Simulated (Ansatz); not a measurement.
Relaxation of BrGaH₃NS (7 atoms, charge 0, multiplicity 1), to a largest force component of 0.015 eV/Å in at most 40 steps.

Theory: Ansatz 0.2.0, RKS B3LYP-D4/def2-SVP.

```xyz
7
Properties=species:S:1:pos:R:3
N 0.501 1.414 0.362
Ga -0.223 -0.226 0.022
S 0.631 -1.671 -1.432
Br -2.197 -0.657 1.101
H 1.425 1.677 0.044
H 0.228 2.001 1.142
H -0.364 -2.538 -1.240
```

Question: Where does it end, and by what steps?

Answer: The run converged. After 7 steps the energy has fallen by 0.024 eV; N1 moved furthest, 0.10 Å.

```json
{"step": "0", "energy less start (eV)": "0.0000", "largest force component (eV/Å)": "0.467", "accepted": "yes"}
{"step": "1", "energy less start (eV)": "-0.0176", "largest force component (eV/Å)": "0.161", "accepted": "yes"}
{"step": "2", "energy less start (eV)": "-0.0207", "largest force component (eV/Å)": "0.116", "accepted": "yes"}
{"step": "3", "energy less start (eV)": "-0.0224", "largest force component (eV/Å)": "0.067", "accepted": "yes"}
{"step": "4", "energy less start (eV)": "-0.0231", "largest force component (eV/Å)": "0.038", "accepted": "yes"}
{"step": "5", "energy less start (eV)": "-0.0231", "largest force component (eV/Å)": "0.068", "accepted": "yes"}
{"step": "6", "energy less start (eV)": "-0.0240", "largest force component (eV/Å)": "0.020", "accepted": "yes"}
{"step": "7", "energy less start (eV)": "-0.0240", "largest force component (eV/Å)": "0.004", "accepted": "yes"}
```

```xyz
7
Properties=species:S:1:pos:R:3
N 0.567 1.364 0.422
Ga -0.232 -0.207 0.034
S 0.631 -1.638 -1.412
Br -2.215 -0.697 1.107
H 1.440 1.676 0.012
H 0.184 2.028 1.086
H -0.377 -2.526 -1.250
```

Whether the end is a true minimum wasn't checked by a vibrational analysis.

Run time: 30 s on 2 threads of Arm Neoverse V2 (shared host), peak memory 0.28 GiB.
